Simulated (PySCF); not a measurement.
Estimate the missing entries of this data sheet.

Compound: C5H6F2O3.
InChI=1S/C5H6F2O3/c1-2-9-4(8)3-10-5(6)7/h2,5H,1,3H2

| property | level | value |
| --- | --- | --- |
| point group of the GFN2-xTB geometry | GFN2-xTB | ? |
| rotational constants A, B, C of the GFN2-xTB geometry | GFN2-xTB | 4.322, 0.533, 0.520 GHz |
| dipole moment | PBE0/def2-SVPD | ? |
| HOMO energy | PBE0/def2-SVPD | -8.00 eV |
| LUMO energy | PBE0/def2-SVPD | ? |
| lowest singlet excitation | TDDFT PBE0/def2-SVPD | ? |
| strongest line among the 6 lowest singlet transitions | TDDFT PBE0/def2-SVPD | S2 at 6.24 eV (199 nm, f = 0.335) |
| lowest triplet excitation (Tamm–Dancoff) | TDA PBE0/def2-SVPD | 4.22 eV |
| static isotropic polarisability | PBE0/def2-SVPD | ? |
| electronic spatial extent ⟨r²⟩ about the centre of nuclear charge | PBE0/def2-SVPD | 2039 bohr² |
| 13C chemical shifts (computed TMS as zero) by class | GIAO PBE0/pcSseg-1 | 173.3 (1 C), 148.4 (1 C), 123.8 (1 C), 104.6 (1 C), 66.4 (1 C) ppm |
| 1H chemical shifts (computed TMS as zero) by class | GIAO PBE0/pcSseg-1 | ? |
| isotropic shieldings of nuclei other than C and H, by class | GIAO PBE0/pcSseg-1 | ? |

The electronic properties come from PySCF, for the isolated species, density fitting. NMR classes are plain means over equivalent atoms (diastereotopic ones count apart unless rotation or inversion swaps them), as if these changed places fast; in this geometry the members of some classes differ.

**Question.** The 1H chemical shifts (computed TMS as zero) by class?

**Answer.** 7.98 (1 H), 7.44 (1 H), 5.27 (1 H), 5.08 (1 H), 4.70 (2 H) ppm.

**Question.** Give the dipole moment.

**Answer.** 3.98 D.

**Question.** What are the isotropic shieldings of nuclei other than C and H, by class?

**Answer.** -95 (1 O), 86 (1 O), 235 (1 O), 280 (2 F) ppm.

**Question.** The LUMO energy?

**Answer.** -1.05 eV.

**Question.** What is the point group of the GFN2-xTB geometry?

**Answer.** C1.

**Question.** Give the lowest singlet excitation.

**Answer.** 5.73 eV (216 nm, f = 0.001).

**Question.** The static isotropic polarisability?

**Answer.** 76.2 au.

No computed singlet falls in the visible range (750 to 380 nm, 1.65 to 3.26 eV); S1 lies 2.47 eV above its blue end. The polarisability is 11.29 Å³ as a volume (1 au = 0.148185 Å³), or 0.98 au for each of the 78 electrons. The principal polarisabilities are 54.9, 66.8 and 106.8 au; their mean is the isotropic value. The vertical singlet–triplet gap S1 − T1 is 1.51 eV (TDDFT singlet less Tamm–Dancoff triplet; S1: HOMO−1→LUMO, weight 0.84; T1: HOMO→LUMO, weight 0.71). In wavenumbers S1 is 46200 cm⁻¹ (1 eV = 8065.54 cm⁻¹).

One conformer stands for the species.
